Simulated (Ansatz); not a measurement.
Reaction (ligand exchange at the Si–C bond): `N=C[SiH](N)F` + CH₃NH₂ → `CN[SiH](N)F` + `C=N`

Gas-phase electronic energies from Ansatz, PBE0-D4/def2-TZVP geometries. CCSD(T)/CBS is the MP2 limit (def2-TZVPP, def2-QZVPP) plus CCSD(T) − MP2 in def2-TZVPP, frozen cores. This one scheme is used for every species. DFT in def2-TZVPP. Each species was taken in one conformer, which may not be the lowest.

(1) Is it downhill or uphill in electronic energy at CCSD(T)/CBS, and by how much? (An estimate is asked.)

(2) What do these levels give: PBE0-D4, revPBE, BLYP, MP2/def2-SVP, CCSD/def2-SVP, SCS-MP2/def2-TZVPP? (Estimate.)

Largest T1 diagnostic among the species: 0.012.

Answers

(1) Computed: Downhill: ΔE = -80.6 kJ/mol.

(2) The calculation gave: PBE0-D4 -75.8, revPBE -66.9, BLYP -72.7, MP2/def2-SVP -79.5, CCSD/def2-SVP -78.4, SCS-MP2/def2-TZVPP -83.3 kJ/mol.

At CCSD(T), def2-SVP lies +4.0 kJ/mol from the extrapolated value and def2-TZVPP −0.0 kJ/mol. In def2-TZVPP, CCSD(T) changes the Hartree–Fock value by +7.7 kJ/mol (the triples alone add +1.8 kJ/mol) and MP2 by +4.7 kJ/mol. From r2SCAN to r2SCAN0 (25 % exact exchange), in def2-TZVPP and without D4, ΔE moves by −3.3 kJ/mol.
